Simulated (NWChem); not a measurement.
System: CH$_{6}$OSn; SMILES C[O][SnH3]

NWChem input:

```
start job
memory heap 200 mb stack 900 mb global 1100 mb
geometry units angstroms noautosym nocenter noautoz
  Sn     0.019930    -0.564544     0.000000
  O      0.629654     1.332406     0.000000
  C     -0.289788     2.379782     0.000000
  H     -0.917928    -0.818499    -1.416277
  H      1.480893    -1.444011     0.000000
  H     -0.917928    -0.818499     1.416277
  H     -0.949029     2.387450     0.892963
  H     -0.949029     2.387450    -0.892963
  H      0.261361     3.336586     0.000000
end
basis spherical
  * library def2-svp
end
ecp
  Sn library def2-ecp
end
dft
  xc b3lyp
  iterations 150
end
property
  response 1 0.0773
end
task dft property
```

Parts of the log:

```
             Northwest Computational Chemistry Package (NWChem) 7.3.0
             --------------------------------------------------------

                             Geometry "geometry" -> ""
                             -------------------------

 Output coordinates in angstroms (scale by  1.889725989 to convert to a.u.)

  No.       Tag          Charge          X              Y              Z
 ---- ---------------- ---------- -------------- -------------- --------------
    1 Sn                  50.0000     0.01993000    -0.56454400     0.00000000
    2 O                    8.0000     0.62965400     1.33240600     0.00000000
    3 C                    6.0000    -0.28978800     2.37978200     0.00000000
    4 H                    1.0000    -0.91792800    -0.81849900    -1.41627700
    5 H                    1.0000     1.48089300    -1.44401100     0.00000000
    6 H                    1.0000    -0.91792800    -0.81849900     1.41627700
    7 H                    1.0000    -0.94902900     2.38745000     0.89296300
    8 H                    1.0000    -0.94902900     2.38745000    -0.89296300
    9 H                    1.0000     0.26136100     3.33658600     0.00000000

 Effective nuclear repulsion energy (a.u.)     271.6820072477

                                 NWChem DFT Module
                                 -----------------

 Summary of "ao basis" -> "ao basis" (spherical)
 ------------------------------------------------------------------------------
       Tag                 Description            Shells   Functions and Types
 ---------------- ------------------------------  ------  ---------------------
 Sn                         def2-svp                10       26   4s4p2d
 O                          def2-svp                 6       14   3s2p1d
 C                          def2-svp                 6       14   3s2p1d
 H                          def2-svp                 3        5   2s1p

            General Information
            -------------------
          SCF calculation type: DFT
          Wavefunction type:  closed shell.
          No. of atoms     :     9
          No. of electrons :    42
           Alpha electrons :    21
            Beta electrons :    21
          Charge           :     0
          Spin multiplicity:     1
          Use of symmetry is: off; symmetry adaption is: off
          Maximum number of iterations: 150
          AO basis - number of functions:    84
                     number of shells:    40
          Convergence on energy requested:  1.00D-06
          Convergence on density requested:  1.00D-05
          Convergence on gradient requested:  5.00D-04

              XC Information
              --------------
                         B3LYP Method XC Potential
                     Hartree-Fock (Exact) Exchange  0.200
                        Slater Exchange Functional  0.800 local
                    Becke 1988 Exchange Functional  0.720 non-local
              Lee-Yang-Parr Correlation Functional  0.810
                  VWN I RPA Correlation Functional  0.190 local

             Grid Information
             ----------------
          Grid used for XC integration:  medium
          Radial quadrature: Mura-Knowles
          Angular quadrature: Lebedev.
          Tag              B.-S. Rad. Rad. Pts. Rad. Cut. Ang. Pts.
          ---              ---------- --------- --------- ---------
          Sn                  1.45      123          11.0       590
          O                   0.60       49           9.0       434
          C                   0.70       49          11.0       434
          H                   0.35       45          12.0       434
          Grid pruning is: on
          Number of quadrature shells:   491
          Spatial weights used:  Erf1

      Superposition of Atomic Density Guess
      -------------------------------------

 Sum of atomic energies:        -364.40738145

      Non-variational initial energy
      ------------------------------

 Total energy =    -329.614008
 1-e energy   =    -817.329525
 2-e energy   =     344.452641
 HOMO         =      -0.355482
 LUMO         =       0.013238

   convergence    iter        energy       DeltaE   RMS-Dens  Diis-err
 ---------------- ----- ----------------- --------- --------- ---------
 d= 0,ls=0.0,diis     1   -331.1147056959 -4.74D+02  2.02D-02  5.04D-01
 d= 0,ls=0.0,diis     2   -330.9891538908  1.26D-01  1.23D-02  1.87D+00
 d= 0,ls=0.0,diis     3   -331.1824538892 -1.93D-01  1.63D-03  1.88D-02
 d= 0,ls=0.0,diis     4   -331.1839975295 -1.54D-03  5.75D-04  4.01D-03
 d= 0,ls=0.0,diis     5   -331.1844845137 -4.87D-04  1.42D-04  1.36D-04
  Resetting Diis
 d= 0,ls=0.0,diis     6   -331.1845030617 -1.85D-05  3.30D-05  9.36D-06
 d= 0,ls=0.0,diis     7   -331.1845041020 -1.04D-06  8.24D-06  1.23D-07
 d= 0,ls=0.0,diis     8   -331.1845041055 -3.53D-09  3.95D-06  1.16D-07

         Total DFT energy =     -331.184504105526
      One electron energy =     -819.876955097781
           Coulomb energy =      379.796175499821
    Exchange-Corr. energy =      -34.366601073826
 Nuclear repulsion energy =      143.262876566260

 Numeric. integr. density =       41.999948577290

                       DFT Final Molecular Orbital Analysis
                       ------------------------------------

[...]

 DFT Linear Response polarizability / au
 Frequency  =       0.0773000 / au
 Wavelength =     589.4353558 / nm
              X              Y              Z
 -----------------------------------------------
 X      47.5041342     -2.8261555      0.0000001
 Y      -2.8261599     58.9054085     -0.0000002
 Z       0.0000000     -0.0000001     48.1092469
 -----------------------------------------------
 Eigenvalues =      46.8420346     59.5675081     48.1092469
 Isotropic   =      51.5062632
 Anisotropic =      12.1415660
 -----------------------------------------------

 Magnetic Dipole Response Matrix (nonzero elements):

 Exiting AOResponse driver routine
```

Level: B3LYP/def2-SVP with def2 effective core potentials on Sn. Coordinates come from a PBE0/def2-SVP optimisation. def2 effective core potentials on Sn; no spin-orbit coupling.
